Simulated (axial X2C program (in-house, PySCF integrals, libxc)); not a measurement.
# SbF⁺: cheaper levels and CCSD(T), two-component

Computed with an axial X2C code built on PySCF integrals. Two-component (2c) means X2C with spin–orbit coupling and atomic mean-field two-electron Coulomb and Gaunt terms. Basis: Sb dyall-cv3z [11s12p8d4f1g], F dyall-av3z [7s6p3d2f] (cores contracted in-house); Gaussian nuclei, density fitting, unrestricted open shells. Masses: Sb 120.904 u, F 18.998 u.

State: Ω = 1/2 (⟨Sz⟩ = -0.49, ⟨Lz⟩ = 0.99 at HF); fragments Sb+ + F.

| level | Re (Å) | ωe (cm⁻¹) |
| --- | --- | --- |
| PBE0 | 1.851 | 719.3 |
| HF | 1.825 | 771.2 |
| CCSD | 1.851 | 730.4 |
| BP86 | 1.878 | 674.7 |

Correlated methods: 11 electrons correlated (number of frozen shells: Sb 4 s, 3 p, 2 d; F 1 s), 257 virtual spin orbitals or spinors in MP2, 90 natural virtuals in coupled cluster.

CCSD(T), same Hamiltonian and basis:

Re = 1.859 Å, ωe = 714.7 cm⁻¹; T1 = 0.020 (Lee–Taylor normalisation).

(1) Give the differences from CCSD(T) in the columns below.

The state is a single determinant with fixed occupations, the lowest that a limited PBE0 search found. De is not given where an atomic determinant may have missed its ground term or J level, or where the truncated virtual space spoils (T). Density functionals use the spin component along the axis (collinear). CCSD and (T) use frozen natural virtuals with an MP2 correction for the truncation; (T) itself is uncorrected, so its De runs slightly low. The functionals have no current-density term, which raises determinants with orbital currents, atoms included. With the outer-core shells frozen, correlated bond lengths of heavy atoms tend to come out a few hundredths of an ångström too long.

## Answers

(1) 

```json
{"level": "PBE0", "ΔRe (Å)": "-0.008", "Δωe (cm⁻¹)": "5"}
{"level": "HF", "ΔRe (Å)": "-0.034", "Δωe (cm⁻¹)": "56"}
{"level": "CCSD", "ΔRe (Å)": "-0.008", "Δωe (cm⁻¹)": "16"}
{"level": "BP86", "ΔRe (Å)": "0.019", "Δωe (cm⁻¹)": "-40"}
```
